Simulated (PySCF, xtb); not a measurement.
TaCl5, SMILES [Cl][Ta]([Cl])([Cl])([Cl])[Cl], multiplicity 1.

Harmonic wavenumbers (cm⁻¹) from xtb with GFN2-xTB at its own minimum, in rising order: 60, 60, 103, 103, 135, 160, 161, 221, 274, 286, 308, 308.

Problem. What does PBE0-D3(BJ)/def2-SVP (PySCF 2.14.0) give at its own minimum? (The exact figures need the calculation; the answer reports its results.)

Solution. 62, 62, 135, 135, 167, 183, 183, 343, 379, 406, 410, 410. Paired by order, the mean absolute difference is 58 cm⁻¹ and the zero-point energies are 3.1 and 4.1 kcal/mol.
